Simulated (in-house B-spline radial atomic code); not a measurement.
How numerical settings move a run on Ga⁵⁺, [Ar] 3d8. Computed with a B-spline radial code for spherical atoms: Dirac-Hartree-Fock, average of configuration, Fermi nucleus of rms radius 3.9973 fm.

Command:
```bash
python run_scf.py task.json out
```
Settings of the sound reference run:
```
Z                31
electrons        26
configuration    [Ar] 3d8
hamiltonian      dirac
method           hf
spin_polarised   False
nucleus          fermi
rms_radius       3.9973
mass_number      69
atomic_mass      68.92557
speed_of_light   137.036
knot_spacing     0.22
spline_order     8
gauss_points     12
box_radius       10.53
max_iterations   70
damping          0.5
damped_steps     3
diis_vectors     10
tolerance        1e-08
start            Thomas-Fermi
```

Cost of the run: 0.74 s on 1 thread of AMD EPYC 9R45 96-Core Processor (shared host).

It converges in 9 iterations to -1935.190898 hartree, with 3d5/2 at -116.088 eV. The other runs change the listed settings, some to values that make no sense; their results aren't properties of the atom or ion. Radii are in bohr (the nuclear one in fm), a minus after a letter asks for a j subshell, and «unchanged» means within 1e-8 hartree. The run stops when the residual is below 10 × tolerance × max(1, Z/10), or a noise floor if that is larger, and the energy moves by less than 1e-8 × √|E| hartree; so very loose and very tight tolerances often act alike.

| changed settings | outcome |
| --- | --- |
| first_knot = 3.23e-05 | converged in 9 iterations, energy +1.50e-08 hartree from the reference |
| knot_spacing = 0.75, max_iterations = 60, tolerance = 1e-05 | converged in 8 iterations, energy +6.42e-01 hartree from the reference, 3d5/2 level -1.7e-01 eV |
| first_knot = 0.0968 | converged in 9 iterations, energy +5.02e+00 hartree from the reference, 3d5/2 level -4.5e-01 eV |
| gauss_points = 16 | converged in 9 iterations, energy unchanged |
| spin_polarised = True | stopped with error: spin polarisation is not served with the Dirac Hamiltonian |
| first_knot = 0.000323 | converged in 9 iterations, energy -7.69e-05 hartree from the reference |
| first_knot = 0.00323 | converged in 9 iterations, energy -5.73e-03 hartree from the reference, 3d5/2 level -7.1e-05 eV |
| first_knot = 0.00968 | converged in 9 iterations, energy +1.64e-02 hartree from the reference, 3d5/2 level -1.5e-03 eV |
| spline_order = 10, max_iterations = 3 | not converged after 3 iterations, last residual 1.8e-01, last energy +5.12e-01 hartree from the reference |
| first_knot = 0.0323 | converged in 9 iterations, energy +3.38e-01 hartree from the reference, 3d5/2 level -2.5e-02 eV |
| start = bare nucleus | converged in 10 iterations, energy unchanged, 3d5/2 level -6.6e-06 eV |
| electrons = 29, configuration = [Ar] 3d11, max_iterations = 50 | stopped with error: shell 3d holds at most 10 electrons |

Task: What happens with gauss_points = 3?

Result: Converged in 9 iterations, energy +5.07e-05 hartree from the reference, 3d5/2 level +2.7e-05 eV.

Task: What happens with spline_order = 7, gauss_points = 16, max_iterations = 60, damping = 0.8, damped_steps = 8?

Result: Converged in 14 iterations, energy +6.24e-08 hartree from the reference, 3d5/2 level -6.8e-06 eV.

Task: What happens with box_radius = 1.05, max_iterations = 3, diis_vectors = 0, tolerance = 1e-13?

Result: Not converged after 3 iterations, last residual 5.7e-03, last energy +2.58e+01 hartree from the reference.

Task: What happens with gauss_points = 4?

Result: Converged in 9 iterations, energy +2.57e-08 hartree from the reference.
